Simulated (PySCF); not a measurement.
GaHClBr, SMILES [Br][GaH][Cl].

The structure is a stationary point at TPSSh-D3(BJ)/def2-SVP.

All values below come from M06-2X/def2-TZVPD (PySCF).

```yaml
total_energy: -4959.95527 hartree
point_group: Cs
highest_occupied_level: -9.89 eV
lowest_empty_level: -1.33 eV
orbital_gap: 8.56 eV
dipole_moment: 1.69 D
quadrupole, principal values (traceless, Buckingham form, about the centre of nuclear charge): -6.47, 1.71, 4.76 D·Å
mean_static_polarisability: 63.4 bohr³ (9.40 Å³)
polarisability_principal_values: 48.9, 62.5, 78.9 bohr³
```
